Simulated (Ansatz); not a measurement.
Computed with Ansatz on PBE0-D4/def2-TZVP structures; ΔE is electronic, products minus reactants. CCSD(T)/CBS is the MP2 limit (def2-TZVPP, def2-QZVPP) plus CCSD(T) − MP2 in def2-TZVPP, frozen cores. For Ge outer-core shells are correlated without core-valence functions, which leaves a few kJ/mol of doubt a bond. Scalar relativity is left out up to krypton. One conformer a species, not always the lowest.

`F[C](F)(F)[GeH3]` + `C=CCS` → `C=CCSC(F)(F)F` + GeH₄  (substitution at a C–Ge bond)

| species | MP2/def2-QZVPP energy (Eh) |
| --- | --- |
| `F[C](F)(F)[GeH3]` | -2415.00637 |
| `C=CCS` | -515.39953 |
| `C=CCSC(F)(F)F` | -852.13869 |
| GeH₄ | -2078.26484 |

Task: Work out ΔE.

Result: ΔE = (-852.13869) + (-2078.26484) − (-2415.00637) − (-515.39953) = 0.00237 Eh = +0.06 eV. CCSD(T)/CBS gives +0.08 eV.

Largest T1 diagnostic among the species: 0.012.

The D4 term adds −0.07 eV with B3LYP and −0.04 eV with PBE0; it sums over pairs of atoms, weighted by their polarisabilities, and B3LYP, whose exchange is more repulsive, gets the larger term. In def2-TZVPP, CCSD(T) changes the Hartree–Fock value by −0.04 eV (the triples alone add −0.03 eV) and MP2 by −0.06 eV.

B3LYP here is the variant with VWN-RPA as its local correlation; programs differ in this.
